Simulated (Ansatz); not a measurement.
Species: CH$_{3}$F, SMILES `CF` (charge 0, multiplicity 1).

Task: Give a relaxed geometry from B3LYP-D3(BJ)/def2-TZVP run with Ansatz (a quantum-chemistry and plane-wave program).

Result: the end point of this relaxation (outside a Z-matrix the atoms follow the SMILES, hydrogens last).
Bonds (Å): C1–F2 1.389, C1–H3 1.091, C1–H4 1.091, C1–H5 1.091. Angles (°): F2–C1–H3 108.8, F2–C1–H4 108.8, F2–C1–H5 108.8, H3–C1–H4 110.1, H3–C1–H5 110.1, H4–C1–H5 110.1.
